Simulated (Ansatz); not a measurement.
Ansatz (an electronic-structure program) input (RPA@PBE/cc-pV(Q+d)Z):
A basis named .json is the Basis Set Exchange file of that set.

Ansatz 0.2 input:
```yaml
crystal:
  periodic: [false, false, false]
  atoms:
    - {symbol: C, position_ang: [1.45956761, -1.45650465, 0.07101688]}
    - {symbol: Si, position_ang: [-0.00121101, -0.36071927, 0.04075763]}
    - {symbol: C, position_ang: [-1.60871903, -1.25853019, 0.24470048]}
    - {symbol: Cl, position_ang: [0.19005181, 1.04699812, 1.54628858]}
    - {symbol: Cl, position_ang: [-0.02060841, 0.67510848, -1.75132435]}
    - {symbol: H, position_ang: [1.37566918, -2.52986106, 0.19742474]}
    - {symbol: H, position_ang: [2.46863238, -1.07715201, -0.03622650]}
    - {symbol: H, position_ang: [-2.44384894, -0.55821609, 0.21907257]}
    - {symbol: H, position_ang: [-1.62834065, -1.78589833, 1.20031408]}
    - {symbol: H, position_ang: [-1.74078699, -1.98440580, -0.55988772]}
basis:
  gaussian:
    orbitals: cc-pV_Q+d_Z.json
hamiltonian:
  xc: pbe
magnetization: {spin_polarized: true, initial_magnetization: 1}
correlation: {method: rpa, electrons: outside_noble_gas}
```

End of the output:

```
integrals: 3.67 GiB planned
2674 factors; integrals over basis functions are off by at most 1.1e-3 eV
mean field: 4.85 GiB planned
mean field evaluation 1: about -35039.1755 eV, gradient 6.9e1 eV
mean field evaluation 2: about -35039.1722 eV, gradient 6.9e1 eV
mean field evaluation 4: about -35062.2734 eV, gradient 2.5e1 eV
mean field evaluation 8: about -35065.8656 eV, gradient 5.1e-1 eV
mean field evaluation 16: about -35065.8666 eV, gradient 3.3e-3 eV
mean field evaluation 32: about -35042.4219 eV, gradient 5.6e1 eV
mean field evaluation 64: about -35057.9545 eV, gradient 3.9e0 eV
mean field -35065.86661229 eV, -1288.6468295037 hartree, gradient 1.9e-6 eV, S^2 0.753473; 2 other end points of the search recorded, 0 dependent functions left out
17 core orbitals not correlated
reference -35013.54804377 eV, -1286.7241575732 hartree; 16, 15 occupied and 419, 420 virtual orbitals, 2674 factors
Total energy: -35054.73732571 eV, -1288.2378357654 hartree
```

It need not be the lowest isomer of its formula.
